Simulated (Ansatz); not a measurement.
`C[CH](C)[Mg][F]` and `C[CH](C)[Zn][F]` differ in one element.

Ansatz, PBE0-D4/def2-TZVP geometries, multiplicity 1. Each molecule was computed in one conformer, which needn't be the lowest.

Scalar relativity is left out up to krypton.

| property | `C[CH](C)[Mg][F]` |
| --- | --- |
| size of the dipole moment (ωB97M-V/def2-TZVPP) / D | 2.08 |
| size of the dipole moment (PBE/def2-TZVPP) / D | 2.22 |
| ideal-gas entropy at 298 K and 1 bar (rigid rotor, harmonic PBE0-D4/def2-TZVP) / J/(mol·K) | 353 |
| size of the dipole moment (B3LYP/def2-TZVPP) / D | 2.19 |
| zero-point energy (PBE0-D4/def2-TZVP) / kJ/mol | 246.7 |
| HOMO energy (B3LYP/def2-TZVPP) / eV | -6.45 |

(1) Give the same properties after the change, and the shifts. (An estimate is asked.)

## Answers

(1) Computed: 
```csv
property,`C[CH](C)[Zn][F]`,shift
size of the dipole moment (ωB97M-V/def2-TZVPP) / D,2.95,0.87
size of the dipole moment (PBE/def2-TZVPP) / D,3.04,0.82
"ideal-gas entropy at 298 K and 1 bar (rigid rotor, harmonic PBE0-D4/def2-TZVP) / J/(mol·K)",352,-1
size of the dipole moment (B3LYP/def2-TZVPP) / D,3.12,0.93
zero-point energy (PBE0-D4/def2-TZVP) / kJ/mol,249.2,2.5
HOMO energy (B3LYP/def2-TZVPP) / eV,-7.53,-1.08
```

With PBE0 the HOMO falls by 1.07 eV and the LUMO rises by 0.55 eV, so the gap widens by about 1.62 eV. PBE moves the HOMO by -1.09 eV and ωB97M-V by -1.07 eV. Dipoles are sizes alone; their direction can turn.

B3LYP here is the variant with VWN-RPA as its local correlation; programs differ in this.
